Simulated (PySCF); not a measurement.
**Magnetic susceptibility: SMILES ClC(Cl)/C(Br)=C/Br, C3H2Br2Cl2**

Geometry (Å), atoms numbered from 1 in this order:
```xyz
9

Cl   -1.4072   -0.5576    1.7104
C    -1.1843    0.0665    0.0633
Cl   -1.7834   -1.1476   -1.1196
C     0.2467    0.3623   -0.2291
Br    0.5066    1.7812   -1.4519
C     1.2713   -0.3308    0.2597
Br    3.0525    0.0259   -0.1655
H    -1.8145    0.9515   -0.0452
H     1.1260   -1.1453    0.9527
```

Method used: GIAO PBE0/pcSseg-1 magnetisability, rotational g tensor and spin-rotation constants, non-relativistic, gas phase in PySCF 2.14.0. Geometry: GFN2-xTB.

The calculation is non-relativistic, which matters for the atoms heavier than Zn.

(1) How diamagnetic is it, and how anisotropic?

(2) Split it along the inertial axes a, b, c into diamagnetic and paramagnetic parts about the centre of mass, with the quadrupole moment.

(3) And the rotational g tensor?

## Answers

(1) Isotropic -1900 × 10⁻³⁰ J/T², or -114.4 × 10⁻⁶ cm³/mol; principal values -2036, -1888, -1777 × 10⁻³⁰ J/T², anisotropy 225 × 10⁻³⁰ J/T² (root of half the summed squared differences of the principal values). The susceptibility is in cgs units.

(2) 
```csv
axis,χ (10⁻⁶ cm³/mol),diamagnetic (10⁻⁶ cm³/mol),paramagnetic (10⁻⁶ cm³/mol),summed x² of all electrons (Å²),quadrupole Θ (D Å)
a,-112.1,-1190.1,1078.0,438.2,-1.46
b,-110.2,-2166.4,2056.2,208.1,+4.02
c,-121.0,-2742.0,2621.1,72.4,-2.56
```
Anisotropies 2χaa − χbb − χcc = +6.9 and 2χbb − χaa − χcc = +12.7 × 10⁻⁶ cm³/mol. Θ is traceless in Buckingham's convention.

(3) 
| axis | rotational constant (GHz) | g | nuclear part | electronic part |
| --- | --- | --- | --- | --- |
| a | 0.9507 | -0.0121 | 0.4693 | -0.4815 |
| b | 0.5004 | -0.0076 | 0.4758 | -0.4834 |
| c | 0.3850 | -0.0032 | 0.4708 | -0.4741 |

Asymmetric top; isotopes 79Br, 12C, 35Cl, 1H; no vibrational averaging.
